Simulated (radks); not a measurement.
The numbers below are computed, except where a source is named.
Ionisation of neutral magnesium, [Ne] 3s2, to [Ne] 3s1 as the strength of local exchange is varied. Code: a radial shooting solver on a logarithmic mesh with Libxc functionals. Model: non-relativistic Kohn-Sham, Slater X-alpha exchange (alpha = 2/3 is LDA exchange), no correlation, spin-polarised, spherical densities, point nucleus.

[
 {"alpha": "0.667", "E(Mg) (hartree)": "-198.25606", "exchange (hartree)": "-14.54279", "IE (eV)": "6.487", "-e of the level emptied (eV)": "3.869 (3s)", "<r> of it (bohr)": "3.219"},
 {"alpha": "0.731", "E(Mg) (hartree)": "-199.65560", "exchange (hartree)": "-16.03246", "IE (eV)": "6.821", "-e of the level emptied (eV)": "4.231 (3s)", "<r> of it (bohr)": "3.152"},
 {"alpha": "0.797", "E(Mg) (hartree)": "-201.10751", "exchange (hartree)": "-17.58588", "IE (eV)": "7.174", "-e of the level emptied (eV)": "4.617 (3s)", "<r> of it (bohr)": "3.087"},
 {"alpha": "1.038", "E(Mg) (hartree)": "-206.48358", "exchange (hartree)": "-23.40622", "IE (eV)": "8.539", "-e of the level emptied (eV)": "6.143 (3s)", "<r> of it (bohr)": "2.873"},
 {"alpha": "1.043", "E(Mg) (hartree)": "-206.59635", "exchange (hartree)": "-23.52943", "IE (eV)": "8.568", "-e of the level emptied (eV)": "6.176 (3s)", "<r> of it (bohr)": "2.869"}
]

NIST Atomic Spectra Database: 7.646 eV (measured). The Delta-SCF value meets it near alpha = 0.88.
